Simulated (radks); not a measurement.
Results of a calculation; reference values are marked as such.
Yb59+, configuration [Ne] 3s1. Level of theory: non-relativistic Kohn-Sham, LB94 model potential, spin-polarised, spherical densities, point nucleus; open shells are filled with parallel spins first (spin-orbit coupling, left out, can overturn this in heavy ions); relativity is left out, which matters for an element this heavy (a radial shooting solver on a logarithmic mesh with Libxc functionals). Some entries of the table are withheld. Estimate them.

orbital  occ.  eigenvalue (eV)  <1/r> (bohr^-1)  <r> (bohr)
1s up       1        -61757.77            69.53     0.02162
1s down     1        -61752.65            69.52     0.02162
2s down     1        -13801.39            16.50     0.09023
2s up       1        -13799.84            16.52     0.09014
2p down     3              (1)            16.51     0.07626
2p up       3              (2)            16.51     0.07620
3s down     0        -5860.708            7.080      0.2097
3s up       1        -5845.270            7.052      0.2102

Answer. 
(1) 2p down eigenvalue (eV): -13461.07
(2) 2p up eigenvalue (eV): -13460.69
